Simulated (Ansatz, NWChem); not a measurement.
## BH2Br (SMILES [H]B([H])Br): the vertical energy of the triplet above the singlet from total energies

BH2Br has 4 atoms, charge 0, and is taken as a singlet. SMILES: `[H]B([H])Br`. Geometry: relaxed at GFN2-xTB.

Both states at this one shape; open shells run unrestricted unless said. 1 Eh = 27.2114 eV.

| level | program | singlet BH2Br (Eh) | triplet BH2Br (Eh) |
| --- | --- | --- | --- |
| SVWN5/STO-3G | Ansatz | -2567.683813 | -2567.504315 |
| BLYP/STO-3G | Ansatz | -2571.610797 | -2571.431548 |
| revPBE/STO-3G | Ansatz | -2571.519109 | -2571.340592 |
| FT97/x2c-TZVPall-2c (sfX2C) | NWChem | -2632.511499 | -2632.359562 |

Work out the vertical gap, second state less first, at each level.


1. SVWN5/STO-3G: -2567.504315 − (-2567.683813) = 0.179498 Eh = 4.88 eV.
2. BLYP/STO-3G: -2571.431548 − (-2571.610797) = 0.179249 Eh = 4.88 eV.
3. revPBE/STO-3G: -2571.340592 − (-2571.519109) = 0.178517 Eh = 4.86 eV.
4. FT97/x2c-TZVPall-2c (sfX2C): -2632.359562 − (-2632.511499) = 0.151937 Eh = 4.13 eV.

No measured value is set beside it here; the levels span 4.13 to 4.88 eV. Spin-orbit coupling, which splits open shells on such heavy atoms by tenths of an eV, is left out. Minimal sets are far from the basis-set limit. All-electron rows are non-relativistic unless named.
